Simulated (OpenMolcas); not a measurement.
## Levels of Si III by method

| Item | Value |
| --- | --- |
| Program | OpenMolcas |
| Basis | ANO-RCC-VTZP [5s4p2d1f] |
| Scalar Hamiltonian | DKH2, point nucleus |
| Active space | 2 electrons in 9 orbitals (RAS2 3s 3p; RAS3 3d, at most 2 electrons) |
| State averaging | 2S+1 = 3 even, 3 roots; 2S+1 = 1 even, 7 roots; 2S+1 = 3 odd, 3 roots; 2S+1 = 1 odd, 3 roots |
| Spin-orbit coupling | RASSI with atomic mean-field integrals over the reference wave functions, term energies averaged over their components |

Methods on the same reference wave functions:
A. RASSCF
B. SS-RASPT2, IPEA 0.25 Eh, imaginary shift 0.1 Eh (closed shells correlated: 2s 2p)
C. MS-RASPT2, IPEA 0.25 Eh, imaginary shift 0.1 Eh (closed shells correlated: 2s 2p)
D. XMS-RASPT2, IPEA 0.25 Eh, imaginary shift 0.1 Eh (closed shells correlated: 2s 2p)

Energies in cm-1 above 3s2 1S0, the measured ground level; measured values from NIST levels in Kelleher and Podobedova, J. Phys. Chem. Ref. Data 37, 1285 (2008).

```
      Level       A       B       C       D  Measured
    3s2 1S0     0.0     0.0     0.0     0.0       0.0
3s 3p 3P* 0   50618   51729   51760   51868     52725
3s 3p 3P* 1   50725   51836   51867   51975     52853
3s 3p 3P* 2   50940   52051   52082   52190     53115
3s 3p 1P* 1   83647   83354   83385   83416     82884
    3p2 1D2  120110  121257  121288  121384    122215
```

Deviations, from unrounded energies. A percentage is the sum of absolute deviations over the sum of measured energies, with the sign that they share, or ± where signs differ.

| Against measurement | Levels | A | B | C | D |
| --- | --- | --- | --- | --- | --- |
| mean absolute deviation (cm-1) | 5 | 1900 | 900 | 880 | 800 |
| other configurations (%) | 5 | ±2.6 | ±1.2 | ±1.2 | ±1.1 |

D lies closest to measurement on these levels and A furthest from it. The largest miss of D in the table is 3s 3p 3P* 2, by -920 cm-1. The ranking rests on the paired levels alone, and a cruder setting can come out closer through cancelling errors.

Among B to D the level of the table that moves most is 3s 3p 3P* 0, by 140 cm-1 (lowest in B, highest in D).

The lowest spin-free term lies below A's lowest term by 0.024 hartree in B, 0.024 hartree in C, 0.025 hartree in D.

Configurations are named by rounded mean occupations; where the s occupation lies near a half they are strongly mixed, a name can repeat and a true partner stay unpaired. Active for correlation alone: 3d; no level in the range computed is led by a configuration that fills it, so any true level of that kind is missing. Some terms mix strongly with configurations of 3d, whose occupation reaches 0.32 (3p2 1D). Computed and measured levels are paired by configuration, term and J; levels that our copy of the source lacks, or whose pairing is in doubt (as where it misses far off the trend of its configuration), stay unpaired and out of the deviations. Levels of configurations outside the active space are missing. The table leaves out levels that lie high or whose names do not pair safely across all columns.

* marks odd parity.
